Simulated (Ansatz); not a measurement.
Gas-phase electronic energies from Ansatz, PBE0-D4/def2-TZVP geometries. CCSD(T)/CBS adds triple-zeta CCSD(T) − MP2 to the extrapolated MP2 energy (def2 sets, frozen cores). Functionals use def2-TZVPP. For Br outer-core shells are correlated without core-valence functions, which leaves a few kJ/mol of doubt a bond. Scalar relativity is left out up to krypton. Each species was taken in one conformer, which may not be the lowest.

Consider the substitution at a C–C bond: `CCC(C)Br` + `F[C]1(S)[NH][AlH]1` → `CS[C]1(F)[NH][AlH]1` + `CC(C)Br`.

```json
{"level": "r2SCAN0-D4", "ΔE (eV)": "0.02"}
{"level": "CAM-B3LYP-D4", "ΔE (eV)": "0.02"}
{"level": "r2SCANh", "ΔE (eV)": "0.01"}
{"level": "MP2/def2-SVP", "ΔE (eV)": "0.12"}
{"level": "SCS-MP2/def2-TZVPP", "ΔE (eV)": "0.03"}
{"level": "CCSD(T)/def2-TZVPP", "ΔE (eV)": "0.06"}
{"level": "SCS-MP2/def2-QZVPP", "ΔE (eV)": "0.02"}
{"level": "CCSD/CBS(def2)", "ΔE (eV)": "0.05"}
```

Problem. What does CCSD(T)/CBS give? (An estimate is asked.)

Solution. Ansatz gave: +0.04 eV. The listed levels differ from it by -0.02, -0.02, -0.03, 0.08, -0.01, 0.02, -0.02, 0.01 eV.

Largest T1 diagnostic among the species: 0.015.

Leaving LDA and LC-ωPBE aside and taking each functional with its dispersion term where it has one, the values, not all of them listed here, spread over 0.05 eV, from BLYP-D4 to B97M-V. LDA lies +0.07 eV from PBE without D4. At CCSD(T), def2-SVP lies +0.10 eV from the extrapolated value and def2-TZVPP +0.02 eV.
